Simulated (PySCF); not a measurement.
A table of computed properties in which two entries of one column were swapped by mistake.

```
no.                          species (SMILES)  level of the electronic properties  HOMO energy  smallest rotational constant  electronic spatial extent ⟨r²⟩ about the centre of nuclear charge  static isotropic polarisability
  1                          [H]/N=C\CC(=C)CC                     B3LYP/def2-SVPD     -6.97 eV                     1.368 GHz                                                          939 bohr²                          81.4 au
  2                     CS[C@@H](C)[S@@](C)=O                 CAM-B3LYP/def2-SVPD     -7.85 eV                     1.096 GHz                                                         1193 bohr²                          94.9 au
  3                           C[C@H](F)C(=O)O                 CAM-B3LYP/def2-SVPD     -9.95 eV                     0.749 GHz                                                          546 bohr²                          45.4 au
  4  N#C[C@@]12[C@H]3[C@@H](S)[C@@H]1C[C@H]32                 CAM-B3LYP/def2-SVPD     -8.44 eV                     0.940 GHz                                                         1270 bohr²                          95.7 au
  5                          [H]/N=C(/C=C)CCC                 CAM-B3LYP/def2-SVPD     -8.80 eV                     1.561 GHz                                                          873 bohr²                          80.3 au
  6                                N=C1CCCCC1                 CAM-B3LYP/def2-SVPD     -8.49 eV                     1.794 GHz                                                          750 bohr²                          75.2 au
  7                            c1csc(C2CC2)n1                      PBE0/def2-SVPD     -6.71 eV                     1.062 GHz                                                         1120 bohr²                          91.9 au
  8                            CC(=S)c1cccnc1                      PBE0/def2-SVPD     -6.54 eV                     2.285 GHz                                                         1463 bohr²                         112.7 au
```

Geometries and rotational constants: GFN2-xTB. Each SMILES stands for a single optimised conformer of the isolated species, non-relativistic unless stated. Electronic properties by PySCF.

The conformers computed, where there is a choice (atom-mapped SMILES and torsion angles):
- `[H]/[N:7]=[CH:6]\[CH2:5][C:2](=[CH2:1])[CH2:3][CH3:4]`: C1–C2–C3–C4 103°, C1–C2–C5–C6 107°, C2–C5–C6–N7 124°
- `[CH3:1][S:2][C@@H:3]([CH3:4])[S@@:5]([CH3:6])=[O:7]`: C1–S2–C3–C4 -57°, S2–C3–S5–C6 72°
- `[CH3:1][C@H:2]([F:3])[C:4](=[O:5])[OH:6]`: C1–C2–C4–O5 -68°, H–O6–C4–C2 180°
- `[N:1]#[C:2][C@@:3]12[C@H:4]3[C@@H:5]([SH:6])[C@@H:7]1[CH2:8][C@@H:9]23`: H–S6–C5–C4 48°
- `[H]/[N:4]=[C:3](/[CH:2]=[CH2:1])[CH2:5][CH2:6][CH3:7]`: C1–C2–C3–N4 171°, C2–C3–C5–C6 -72°, C3–C5–C6–C7 -65°
- `[cH:1]1[cH:2][s:3][c:4]([CH:5]2[CH2:6][CH2:7]2)[n:8]1`: S3–C4–C5–C6 145°
- `[CH3:1][C:2](=[S:3])[c:4]1[cH:5][cH:6][cH:7][n:8][cH:9]1`: C1–C2–C4–C5 -164°

The conformers of `N=C1CCCCC1` aren't listed.

Task: Which two entries changed places?

Result: The smallest rotational constant of rows 8 and 3. The true values are 0.749 GHz for `CC(=S)c1cccnc1` (16 atoms, 72 electrons) and 2.285 GHz for `C[C@H](F)C(=O)O` (11 atoms, 48 electrons), the smallest and the largest in that column.

Task: Restore the column in rising order.

Result: row 8: 0.749 GHz, row 4: 0.940 GHz, row 7: 1.062 GHz, row 2: 1.096 GHz, row 1: 1.368 GHz, row 5: 1.561 GHz, row 6: 1.794 GHz, row 3: 2.285 GHz.

Task: Give the restored column in cm⁻¹.

Result: row 1: 0.0456 cm⁻¹, row 2: 0.0366 cm⁻¹, row 3: 0.0762 cm⁻¹, row 4: 0.0314 cm⁻¹, row 5: 0.0521 cm⁻¹, row 6: 0.0598 cm⁻¹, row 7: 0.0354 cm⁻¹, row 8: 0.0250 cm⁻¹.
